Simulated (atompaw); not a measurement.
Reading a pseudo-wave (nitrogen (N))

Columns: radius, all-electron u(r) and pseudo u(r) of the 2s shell (level -18.46 eV) of nitrogen in the configuration [He] 2s2 2p3; PBEsol, scalar-relativistic, PAW (atompaw) scheme, atompaw 4.2.0.5.

```
r (bohr)  all-electron  pseudo
   0.094       -0.3769  0.0772
   0.188       -0.3157  0.1610
   0.283       -0.0960  0.2572
   0.377        0.1521  0.3650
   0.471        0.3776  0.4820
   0.565        0.5619  0.6006
   0.660        0.7022  0.7108
   0.754        0.7982  0.7988
   0.848        0.8575  0.8575
   0.942        0.8868  0.8868
   1.037        0.8925  0.8925
   1.131        0.8803  0.8803
   1.225        0.8550  0.8550
   1.319        0.8206  0.8206
   1.413        0.7802  0.7802
   1.508        0.7355  0.7355
   1.602        0.6895  0.6895
   1.696        0.6430  0.6430
   1.790        0.5969  0.5969
   1.885        0.5517  0.5517
   1.979        0.5086  0.5086
   2.073        0.4677  0.4677
   2.167        0.4290  0.4290
   2.262        0.3922  0.3922
   2.356        0.3584  0.3584
   2.450        0.3269  0.3269
```

Q: How many radial nodes do the two functions have?

A: The all-electron 2s function has n − l − 1 = 1; the pseudo-wave has 0, since the states of the same l below it are removed with the core.

Q: At about which radius was the pseudo-wave matched?

A: 0.85 bohr, where the columns begin to agree (steps of 0.09 bohr).

Q: Is the pseudo-wave norm-conserving?

A: No, it belongs to a PAW set: the norm inside the radius is not constrained, and the difference is carried by the augmentation charge.
